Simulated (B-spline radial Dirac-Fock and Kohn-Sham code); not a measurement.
## Binding energies of Cs⁴⁹⁺

System: cesium as Cs⁴⁹⁺ in the configuration [He] 2s2 2p2; nuclear rms radius 4.8041 fm (A = 133).

Method: Dirac-Fock energy differences between relaxed states, corrected for Breit and QED terms. Computed with a radial atomic solver. Correlation energy is missing from these numbers. Energies are counted from the vacuum level.

All terms are in eV, carry their sign (relaxation lowers the binding energy) and add up to the binding energy; ⟨r⟩ is the mean radius of the orbital in the initial state.

| subshell | −ε (Koopmans) | relaxation | Breit | self-energy | vacuum polarisation | binding energy | ⟨r⟩ (bohr) |
| --- | --- | --- | --- | --- | --- | --- | --- |
| K | 40649.0 | -10.47 | -74.02 | -52.24 | 7.44 | 40519.7 | 0.026 |
| L1 | 9544.1 | -0.98 | -7.77 | -7.33 | 0.96 | 9529.0 | 0.107 |
| L2,3 | 9119.7 | -1.24 | -8.61 | -0.23 | -0.02 | 9109.6 | 0.094 |

For the deepest level, K (1s), the Breit terms make up -0.183 % of the binding energy, QED -0.111 % and orbital relaxation -0.026 %.

Going to the tabulated ground configuration of the next ion removes an electron from L2,3 (2p), computed at 9109.6 eV. NIST lists 9350 ± 4 eV as the ionisation energy of this species (theoretical), +240.41 eV from the computed value. Where a p, d or f shell is open in either ion the computed value averages over both j values and all terms, while the table refers to the lowest levels; that difference holds spin-orbit splitting (largest in heavy or highly charged ions), term energies where several electrons share open shells, and correlation, and it can reach 10 % or more.
